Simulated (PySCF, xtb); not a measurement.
MoOF3, SMILES [O]=[Mo+]([F])([F])[F], charge +1, multiplicity 1.

Harmonic wavenumbers (cm⁻¹) from GFN2-xTB run with xtb at its own minimum, in rising order: 182, 182, 225, 259, 259, 585, 636, 636, 1010.

### Question
What does r2SCAN-D4/def2-SVP (PySCF) give at its own minimum? (Estimate from the structure and the level; the computed values follow.)

### Answer
185, 185, 225, 302, 302, 785, 834, 834, 1129. Paired by order, the mean absolute difference is 90 cm⁻¹ and the zero-point energies are 5.7 and 6.8 kcal/mol.
